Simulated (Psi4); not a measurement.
CH4BrGaO (SMILES [CH3][Ga]([OH])[Br]), singlet, geometry from GFN2-xTB (such geometries of metal compounds can be far from the true shape), atoms displaced at random by about 0.03 Å a coordinate; HF/STO-3G, gradient (Psi4).

Input for Psi4:
```
memory 2 GB

molecule mol {
0 1
Ga    0.575006    0.530422   -0.008407
Br   -1.093386   -1.066926    0.102349
C     0.481682    2.167467   -1.155125
H     1.274266    2.110041   -1.961830
H     0.744924    3.069185   -0.510250
H    -0.480902    2.321960   -1.648723
O     1.929673    0.241569    1.012232
H     2.257133   -0.386225    1.543454
symmetry c1
no_reorient
no_com
}

set {
  basis sto-3g
  reference rhf
}

gradient('scf')
print_variables()
```

Question: Write the output that Psi4 gives for this input, abridged.

Answer: 
```
gradient() will perform analytic gradient computation.

   => Loading Basis Set <=

    Name: STO-3G
    Role: ORBITAL
    Keyword: BASIS

         ---------------------------------------------------------
                                   SCF
               by Justin Turney, Rob Parrish, Andy Simmonett
                          and Daniel G. A. Smith
                              RHF Reference
         ---------------------------------------------------------

  ==> Geometry <==

    Molecular point group: c1
    Full point group: C1

    Geometry (in Angstrom), charge = 0, multiplicity = 1:

       Center              X                  Y                   Z               Mass
    ------------   -----------------  -----------------  -----------------  -----------------
         GA           0.575006000000     0.530422000000    -0.008407000000    68.925573500000
         BR          -1.093386000000    -1.066926000000     0.102349000000    78.918337600000
         C            0.481682000000     2.167467000000    -1.155125000000    12.000000000000
         H            1.274266000000     2.110041000000    -1.961830000000     1.007825032230
         H            0.744924000000     3.069185000000    -0.510250000000     1.007825032230
         H           -0.480902000000     2.321960000000    -1.648723000000     1.007825032230
         O            1.929673000000     0.241569000000     1.012232000000    15.994914619570
         H            2.257133000000    -0.386225000000     1.543454000000     1.007825032230

  Running in c1 symmetry.

  Rotational constants: A =      0.18415  B =      0.05174  C =      0.04072 [cm^-1]
  Rotational constants: A =   5520.81586  B =   1551.09569  C =   1220.86702 [MHz]
  Nuclear repulsion =  516.278929027995900

  Charge       = 0
  Multiplicity = 1
  Electrons    = 84
  Nalpha       = 42
  Nbeta        = 42

  ==> Algorithm <==

  SCF Algorithm Type is DF.
  DIIS enabled.
  MOM disabled.
  Fractional occupation disabled.
  Guess Type is SAD.
  Energy threshold   = 1.00e-08
  Density threshold  = 1.00e-08
  Integral threshold = 1.00e-12

  ==> Primary Basis <==

  Basis Set: STO-3G
    Blend: STO-3G
    Number of shells: 26
    Number of basis functions: 50
    Number of Cartesian functions: 52
    Spherical Harmonics?: true
    Max angular momentum: 2

   => Loading Basis Set <=

    Name: (STO-3G AUX)
    Role: JKFIT
    Keyword: DF_BASIS_SCF

  ==> Integral Setup <==

  SCF_SUBTYPE=INCORE selected. In-core MEM_DF algorithm will be used.
  Using in-core AOs.

  ==> MemDFJK: Density-Fitted J/K Matrices <==

    J tasked:                   Yes
    K tasked:                   Yes
    wK tasked:                   No
    Algorithm:                 Core
    Schwarz Cutoff:           1E-12
    Mask sparsity (%):       9.1200
    Fitting Condition:        1E-10

   => Auxiliary Basis Set <=

  Basis Set: (STO-3G AUX)
    Blend: DEF2-UNIVERSAL-JKFIT
    Number of shells: 194
    Number of basis functions: 756
    Number of Cartesian functions: 1004
    Spherical Harmonics?: true
    Max angular momentum: 5

  Minimum eigenvalue in the overlap matrix is 2.4740376402E-01.
  Reciprocal condition number of the overlap matrix is 1.0755375704E-01.
    Using symmetric orthogonalization.

  ==> Pre-Iterations <==

  SCF Guess: Superposition of Atomic Densities via on-the-fly atomic UHF (no occupation information).

   -------------------------
    Irrep   Nso     Nmo
   -------------------------
     A         50      50
   -------------------------
    Total      50      50
   -------------------------

  ==> Iterations <==

                           Total Energy        Delta E     RMS |[F,P]|

   @DF-RHF iter SAD: -4553.91253402527036   -4.55391e+03   0.00000e+00
   @DF-RHF iter   1: -4558.75841234381460   -4.84588e+00   1.40993e-02 ADIIS/DIIS
   @DF-RHF iter   2: -4559.15490040843270   -3.96488e-01   4.75087e-03 ADIIS/DIIS
   @DF-RHF iter   3: -4559.19072858747222   -3.58282e-02   7.15990e-04 ADIIS/DIIS
   @DF-RHF iter   4: -4559.19256677586418   -1.83819e-03   2.09516e-04 ADIIS/DIIS
   @DF-RHF iter   5: -4559.19275824210945   -1.91466e-04   7.04244e-05 DIIS
   @DF-RHF iter   6: -4559.19279254688354   -3.43048e-05   3.48374e-05 DIIS
   @DF-RHF iter   7: -4559.19280213260481   -9.58572e-06   1.19165e-05 DIIS
   @DF-RHF iter   8: -4559.19280344434992   -1.31175e-06   4.58853e-06 DIIS
   @DF-RHF iter   9: -4559.19280367841384   -2.34064e-07   1.51772e-06 DIIS
   @DF-RHF iter  10: -4559.19280370549131   -2.70775e-08   6.10564e-07 DIIS
   @DF-RHF iter  11: -4559.19280371057812   -5.08680e-09   2.53386e-07 DIIS
   @DF-RHF iter  12: -4559.19280371149398   -9.15861e-10   9.53468e-08 DIIS
   @DF-RHF iter  13: -4559.19280371161403   -1.20053e-10   3.40672e-08 DIIS
   @DF-RHF iter  14: -4559.19280371162768   -1.36424e-11   1.74651e-08 DIIS
   @DF-RHF iter  15: -4559.19280371162495    2.72848e-12   6.36847e-09 DIIS
  Energy and wave function converged.

  ==> Post-Iterations <==

    Orbital Energies [Eh]
    ---------------------

    Doubly Occupied:

       1A   -484.413255     2A   -374.621002     3A    -63.141201
       4A    -57.690397     5A    -57.688934     6A    -57.688772
       7A    -46.690070     8A    -41.913157     9A    -41.906073
      10A    -41.904957    11A    -20.180234    12A    -11.004274
      13A     -9.092094    14A     -6.841706    15A     -6.832659
      16A     -6.831811    17A     -5.789879    18A     -3.938674
      19A     -3.933412    20A     -3.931665    21A     -2.197186
      22A     -2.194329    23A     -2.193501    24A     -2.185030
      25A     -2.185010    26A     -1.236911    27A     -0.877064
      28A     -0.836362    29A     -0.622257    30A     -0.514836
      31A     -0.500962    32A     -0.447325    33A     -0.411165
      34A     -0.387086    35A     -0.361246    36A     -0.350384
      37A     -0.337282    38A     -0.331741    39A     -0.312728
      40A     -0.296167    41A     -0.281495    42A     -0.273158

    Virtual:

      43A      0.207841    44A      0.298501    45A      0.440683
      46A      0.556007    47A      0.670166    48A      0.699603
      49A      0.739264    50A      0.836147

    Final Occupation by Irrep:
              A
    DOCC [    42 ]
    NA   [    42 ]
    NB   [    42 ]

  @DF-RHF Final Energy: -4559.19280371162495

   => Energetics <=

    Nuclear Repulsion Energy =            516.2789290279959005
    One-Electron Energy =               -7420.2085651402730946
    Two-Electron Energy =                2344.7368324006520197
    Total Energy =                      -4559.1928037116249470

Computation Completed

Properties will be evaluated at   0.000000,   0.000000,   0.000000 [a0]

Properties computed using the SCF density matrix

 Multipole Moments:

 ------------------------------------------------------------------------------------
     Multipole            Electronic (a.u.)      Nuclear  (a.u.)        Total (a.u.)
 ------------------------------------------------------------------------------------

 L = 1.  Multiply by 2.5417464519 to convert [e a0] to [Debye]
 Dipole X            :         -2.5771325            3.1739330            0.5968005
 Dipole Y            :         -1.8809061            2.1788297            0.2979235
 Dipole Z            :         -3.5357143            3.6119375            0.0762232
 Magnitude           :                                                    0.6713712

 ------------------------------------------------------------------------------------

         ------------------------------------------------------------
                                   SCF GRAD
                          Rob Parrish, Justin Turney,
                       Andy Simmonett, and Alex Sokolov
         ------------------------------------------------------------

  ==> Geometry <==

    Molecular point group: c1
    Full point group: C1

    Geometry (in Angstrom), charge = 0, multiplicity = 1:

       Center              X                  Y                   Z               Mass
    ------------   -----------------  -----------------  -----------------  -----------------
         GA           0.575006000000     0.530422000000    -0.008407000000    68.925573500000
         BR          -1.093386000000    -1.066926000000     0.102349000000    78.918337600000
         C            0.481682000000     2.167467000000    -1.155125000000    12.000000000000
         H            1.274266000000     2.110041000000    -1.961830000000     1.007825032230
         H            0.744924000000     3.069185000000    -0.510250000000     1.007825032230
         H           -0.480902000000     2.321960000000    -1.648723000000     1.007825032230
         O            1.929673000000     0.241569000000     1.012232000000    15.994914619570
         H            2.257133000000    -0.386225000000     1.543454000000     1.007825032230

  Nuclear repulsion =  516.278929027995900

  ==> Basis Set <==

  Basis Set: STO-3G
    Blend: STO-3G
    Number of shells: 26
    Number of basis functions: 50
    Number of Cartesian functions: 52
    Spherical Harmonics?: true
    Max angular momentum: 2

  ==> DFJKGrad: Density-Fitted SCF Gradients <==

    Gradient:                    1
    J tasked:                  Yes
    K tasked:                  Yes
    wK tasked:                  No
    Integrals threads:           1
    Schwarz Cutoff:          1E-12
    Fitting Condition:       1E-10

   => Auxiliary Basis Set <=

  Basis Set: (STO-3G AUX)
    Blend: DEF2-UNIVERSAL-JKFIT
    Number of shells: 194
    Number of basis functions: 756
    Number of Cartesian functions: 1004
    Spherical Harmonics?: true
    Max angular momentum: 5

  -Total Gradient:
     Atom            X                  Y                   Z
    ------   -----------------  -----------------  -----------------
       1       -0.065092604642     0.011083031317    -0.046667612340
       2       -0.022757740152    -0.022097483513     0.002013254336
       3       -0.037761635570     0.010128987020    -0.022490077467
       4        0.027332257134    -0.002036041072    -0.027203164163
       5        0.014366820801     0.031852227737     0.027696430602
       6       -0.007247247119    -0.000422386063    -0.007358053600
       7        0.128017903102    -0.139267765441     0.156222509021
       8       -0.036857753397     0.110759429964    -0.082213286432

  Variable Map:
  ----------------------------------------------------------------------------
  "CURRENT ENERGY"           =>   -4559.192803711625
  "CURRENT REFERENCE ENERGY" =>   -4559.192803711625
  "DD SOLVATION ENERGY"      =>       0.000000000000
  "HF KINETIC ENERGY"        =>    4555.488573454645
  "HF POTENTIAL ENERGY"      =>   -9114.681377166271
  "HF TOTAL ENERGY"          =>   -4559.192803711625
  "HF VIRIAL RATIO"          =>       2.000813135671
  "NUCLEAR REPULSION ENERGY" =>     516.278929027996
  "ONE-ELECTRON ENERGY"      =>   -7420.208565140273
  "PCM POLARIZATION ENERGY"  =>       0.000000000000
  "PE ENERGY"                =>       0.000000000000
  "SCF ITERATION ENERGY"     =>   -4559.192803711625
  "SCF ITERATIONS"           =>      15.000000000000
  "SCF TOTAL ENERGY"         =>   -4559.192803711625
  "TWO-ELECTRON ENERGY"      =>    2344.736832400652

  Array Variable Map:
  ----------------------------------------------------------------------------
  "CURRENT DIPOLE"           =>       0.596800520566 ... 0.076223183417 1 by 3
  "CURRENT GRADIENT"         =>      -0.065092604642 ... -0.082213286432 8 by 3
  "HF TOTAL GRADIENT"        =>      -0.065092604642 ... -0.082213286432 8 by 3
  "SCF DIPOLE"               =>       0.596800520566 ... 0.076223183417 1 by 3
  "SCF TOTAL ENERGIES"       =>   -4553.912534025270 ... -4559.192803711625 1 by 16
  "SCF TOTAL GRADIENT"       =>      -0.065092604642 ... -0.082213286432 8 by 3
```
